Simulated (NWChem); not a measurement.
Species: CH$_{4}$Cl$_{2}$OSn; SMILES [Sn]([Cl])([Cl])([CH3])[OH]

```xyz
9

C     -1.7444     1.5055     0.0000
Sn    -0.2628    -0.0124     0.0000
O     -1.1397    -1.7730     0.0000
Cl     1.1532     0.0890    -1.8680
Cl     1.1532     0.0890     1.8680
H     -1.6220     2.1196     0.9013
H     -1.6220     2.1196    -0.9013
H     -2.7267     1.0147     0.0000
H     -0.5133    -2.5073     0.0000
```
Atoms are numbered in this order, from 1.

Computed with NWChem. Medium grid unless said otherwise, to which SCAN and Minnesota functionals are sensitive. The geometry was optimised at PBE0/def2-SVP. No frequency run checked for a minimum. def2 effective core potentials on Sn; no spin-orbit coupling.

For level PBE/def2-SVP:

```yaml
highest occupied level (eV): -7.08
orbital gap (eV): 4.61
```

Q: Estimate the same quantities for level MN15/def2-SVP.

A: 
| Property | Value |
|---|---|
| highest occupied level (eV) | -9.48 |
| orbital gap (eV) | 8.42 |
